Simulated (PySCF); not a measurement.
# Atomic charges by several schemes

Species: (F3Si)2CH2, CH₂F₆Si₂.
Structure used (PBE0-D3(BJ)/def2-SVP), in Å, numbered top down from 1:
```xyz
11
CH2F6Si2 angstrom
Si    -1.1950   -0.9760    0.3143
F     -1.8722   -1.4957    1.6684
F     -0.4581   -2.2226   -0.3681
F     -2.3723   -0.4980   -0.6556
C     -0.0040    0.3842    0.6468
Si     1.2201    0.7296   -0.6824
F      2.4989   -0.2230   -0.5688
F      0.5769    0.5151   -2.1329
F      1.7354    2.2425   -0.5984
H      0.5489    0.1526    1.5729
H     -0.5806    1.3059    0.8346
```

Density: PBE0/pcSseg-1 (PySCF); schemes: Mulliken, IAO, Hirshfeld and ESP-fitted. Isolated species at its PBE0-D3(BJ)/def2-SVP geometry, gas phase.

Task: At which atom do the 4 schemes differ most?

Result: At Si1: from +0.604 (Hirshfeld) to +1.814 e (IAO), 1.210 e apart.

Task: Do the Mulliken, IAO, Hirshfeld and ESP-fitted schemes agree on where the charge is lowest?

Result: All schemes agree: Mulliken C5 (-0.954); IAO C5 (-0.979); Hirshfeld C5 (-0.251); ESP-fitted C5 (-0.964).

Task: What partial charge does each atom carry?

Result: In e:

```tsv
atom	environment	Mulliken	IAO	Hirshfeld	ESP-fitted
Si1	silicon bonded to C and 3 F	+1.459	+1.814	+0.604	+1.198
F2	fluorine bonded to Si	-0.397	-0.510	-0.188	-0.331
F3	fluorine bonded to Si	-0.399	-0.511	-0.182	-0.327
F4	fluorine bonded to Si	-0.397	-0.509	-0.184	-0.325
C5	carbon bonded to 2 Si and 2 H	-0.954	-0.979	-0.251	-0.964
Si6	silicon bonded to C and 3 F	+1.458	+1.813	+0.605	+1.205
F7	fluorine bonded to Si	-0.396	-0.509	-0.185	-0.327
F8	fluorine bonded to Si	-0.399	-0.510	-0.181	-0.329
F9	fluorine bonded to Si	-0.397	-0.511	-0.188	-0.332
H10	hydrogen on C5	+0.212	+0.206	+0.075	+0.267
H11	hydrogen on C5	+0.211	+0.206	+0.075	+0.265
```

Mean size of the charges over all atoms: IAO 0.734 e, Mulliken 0.607 e, ESP-fitted 0.534 e, Hirshfeld 0.247 e. Each set sums to the total charge, 0, to within 0.001 e. The Hirshfeld scheme divides the density at each point in proportion to the densities of the neutral, spherically averaged free atoms.

Task: How many electrons does the ESP-fitted scheme count on F8?

Result: Z − q = 9 − (-0.329) = 9.329.

Task: Sum the charges by element, for elements with more than one atom.

Result: 
```tsv
element	atoms	Mulliken	IAO	Hirshfeld	ESP-fitted
Si	2	+2.917	+3.627	+1.209	+2.403
F	6	-2.386	-3.060	-1.109	-1.970
H	2	+0.423	+0.412	+0.150	+0.531
```

These values come from a run that also computed NMR shieldings. The run took 16 s wall (with the writing of density and orbital grids) on AMD EPYC 9R45, one thread, on a shared host, and the process peaked at 1.1 GiB of memory.
